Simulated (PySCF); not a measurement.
# Computed records: CH4BN2, B2ClH5Si, Al2FO, C2H5BO

All values are calculated (PySCF 2.14.0). Calculation on a computer-drawn molecule: optimised geometry and harmonic frequencies of an isolated molecule of the commonest isotopes, restricted reference for singlets and unrestricted otherwise, frozen core in MP2.

```json
{"entry": 1, "formula": "CH4BN2", "start_structure": {"atoms_angstrom": [["C", 0.7296, 0.0007, 2.3467], ["N", -0.1651, 0.4664, 1.5164], ["B", -0.9505, 0.9571, 0.653], ["N", -1.9527, 1.4601, -0.2181], ["H", 1.7418, 0.3966, 2.3506], ["H", 0.3802, -0.7736, 3.032], ["H", -2.5694, 0.8186, -0.7546], ["H", -2.0029, 2.4207, -0.3854]]}, "given": {"charge": 0, "multiplicity": 2, "method": "HF", "basis": "cc-pVDZ", "drawn_bonds_atom": [1, 2, 3, 1, 1, 4, 4], "drawn_bonds_other_atom": [2, 3, 4, 5, 6, 7, 8], "drawn_bonds_order": [1, 2, 1, 1, 1, 1, 1]}, "results": {"optimised_atom_element": ["C", "N", "B", "N", "H", "H", "H", "H"], "optimised_atom_x [angstrom]": [0.7232, -0.1967, -1.054, -2.041, 1.778, 0.417, -2.2, -2.214], "optimised_atom_y [angstrom]": [0.001611, 0.4771, 0.92, 1.403, 0.1325, -0.5157, 0.9414, 2.387], "optimised_atom_z [angstrom]": [2.346, 1.497, 0.7058, -0.1571, 2.136, 3.247, -1.029, -0.2042], "modes_frequency [cm^-1]": [117.5, 221.5, 226.9, 337.1, 390.8, 410.3, 483.0, 825.4, 1042, 1213, 1364, 1597, 1714, 2106, 3264, 3374, 3804, 3901], "modes_reduced_mass [dalton]": [3.473, 2.105, 1.26, 1.197, 2.677, 1.682, 10.69, 4.733, 1.343, 1.282, 4.724, 1.182, 1.138, 11.08, 1.046, 1.123, 1.05, 1.097], "rotational_constants [GHz]": [154.7, 3.613, 3.601], "total_energy [hartree]": -173.7907, "spin_squared": 0.8026, "convergence_status_largest_gradient_component [hartree/bohr]": 1.16e-05}}
{"entry": 2, "formula": "B2ClH5Si", "start_structure": {"atoms_angstrom": [["B", 0.3827, -1.085, 2.5676], ["Si", 1.5792, 0.1575, 1.5363], ["B", 2.1708, -0.7153, -0.1206], ["Cl", 0.5313, 1.9339, 1.0817], ["H", 0.8864, -1.9319, 3.203], ["H", -0.7796, -1.0688, 2.4377], ["H", 2.6132, 0.6981, 2.3392], ["H", 1.686, -0.5391, -1.1159], ["H", 3.035, -1.4682, -0.0106]]}, "given": {"charge": 0, "multiplicity": 1, "method": "HF", "basis": "cc-pV(D+d)Z", "drawn_bonds_atom": [1, 2, 2, 1, 1, 2, 3, 3], "drawn_bonds_other_atom": [2, 3, 4, 5, 6, 7, 8, 9], "drawn_bonds_order": [1, 1, 1, 1, 1, 1, 1, 1]}, "results": {"optimised_atom_element": ["B", "Si", "B", "Cl", "H", "H", "H", "H", "H"], "optimised_atom_x [angstrom]": [0.3602, 1.482, 2.24, 0.3797, 0.8943, -0.8158, 2.612, 1.951, 3.001], "optimised_atom_y [angstrom]": [-1.093, 0.1946, -0.7097, 1.906, -2.047, -0.946, 0.6759, -0.3722, -1.627], "optimised_atom_z [angstrom]": [2.612, 1.507, -0.1505, 0.9949, 3.107, 2.781, 2.34, -1.262, -0.01131], "modes_frequency [cm^-1]": [101.6, 110.5, 170.7, 183.0, 219.5, 488.2, 580.2, 634.0, 667.4, 695.4, 710.7, 866.5, 975.5, 984.5, 1249, 1259, 2287, 2678, 2685, 2770, 2772], "modes_reduced_mass [dalton]": [1.032, 1.254, 2.286, 3.48, 2.547, 8.109, 1.272, 4.422, 1.725, 1.334, 1.755, 1.174, 1.331, 1.392, 1.151, 1.148, 1.04, 1.053, 1.055, 1.124, 1.125], "rotational_constants [GHz]": [5.381, 3.133, 2.189], "total_energy [hartree]": -800.7080, "convergence_status_largest_gradient_component [hartree/bohr]": 1.615e-05}}
{"entry": 3, "formula": "Al2FO", "start_structure": {"atoms_angstrom": [["O", 3.0979, 1.5781, -1.9139], ["Al", 1.8071, 0.9036, -1.3477], ["Al", -0.3574, -0.2276, -0.3885], ["F", -1.6822, -0.9194, 0.2002]]}, "given": {"charge": 1, "multiplicity": 1, "method": "MP2", "basis": "cc-pV(D+d)Z", "drawn_bonds_atom": [1, 2, 3], "drawn_bonds_other_atom": [2, 3, 4], "drawn_bonds_order": [2, 1, 1]}, "results": {"total_energy [hartree]": null, "rotational_constants [GHz]": null}}
{"entry": 4, "formula": "C2H5BO", "start_structure": {"atoms_angstrom": [["C", -1.6383, 0.0658, -0.4095], ["B", -0.3404, 0.5235, -0.0045], ["C", 1.0368, 1.0129, 0.3122], ["O", 2.0426, -0.0441, 0.4318], ["H", -2.0087, 0.1451, -1.3945], ["H", -2.3335, -0.3283, 0.2784], ["H", 1.2839, 1.7036, -0.4444], ["H", 1.0946, 1.4833, 1.3154], ["H", 1.9331, -0.6206, -0.3524]]}, "given": {"charge": 0, "multiplicity": 1, "method": "HF", "basis": "cc-pVDZ", "drawn_bonds_atom": [1, 2, 3, 1, 1, 3, 3, 4], "drawn_bonds_other_atom": [2, 3, 4, 5, 6, 7, 8, 9], "drawn_bonds_order": [2, 1, 1, 1, 1, 1, 1, 1]}, "results": {"total_energy [hartree]": null, "rotational_constants [GHz]": null}}
```

Question: Al2FO (entry 3): total energy?
Answer: -658.3830 hartree

Question: Give the missing rotational constants for Al2FO (entry 3).
Answer: 1.271, 1.271 GHz

Question: What total energy does the calculation give for C2H5BO (entry 4)?
Answer: -178.1340 hartree

Question: What rotational constants does the calculation give for C2H5BO (entry 4)?
Answer: 30.99, 3.823, 3.574 GHz

Further results for Al2FO (entry 3):

```
convergence status largest gradient component : 1.5e-05 hartree/bohr
```

Optimised structure:
```xyz
4
Al2FO
O      3.1523     1.6065    -1.9382
Al     1.8024     0.9012    -1.3454
Al    -0.3699    -0.2341    -0.3827
F     -1.7194    -0.9389     0.2164
```

Modes:
```
frequency (cm⁻¹)  reduced mass (dalton)
           47.96                  19.93
             114                  24.13
           114.2                  24.09
             243                  21.71
           914.5                  21.85
            1061                  19.05
```

Further results for C2H5BO (entry 4):

```
convergence status largest gradient component : 1.725e-05 hartree/bohr
```

Optimised structure:
```xyz
9
C2H5BO
C     -1.6500     0.0843    -0.3940
B     -0.3738     0.4847    -0.0387
C      1.0612     0.9671     0.3113
O      2.0460    -0.0303     0.4173
H     -2.0254     0.1959    -1.4059
H     -2.3353    -0.3615     0.3191
H      1.3370     1.7321    -0.4299
H      1.0348     1.4921     1.2689
H      1.9755    -0.6232    -0.3156
```

Modes:
```
frequency (cm⁻¹)  reduced mass (dalton)
           181.3                  2.997
           238.1                  1.564
           246.1                  1.097
           300.6                  1.316
           543.2                  4.663
           640.2                  1.425
           803.2                  3.634
           820.9                  1.293
           947.9                  2.112
            1177                  5.174
            1273                  1.077
            1389                  1.196
            1434                  1.195
            1508                  1.287
            1556                  1.064
            1755                  6.504
            3128                  1.071
            3228                  1.087
            3297                  1.063
            3376                  1.109
            4152                  1.067
```
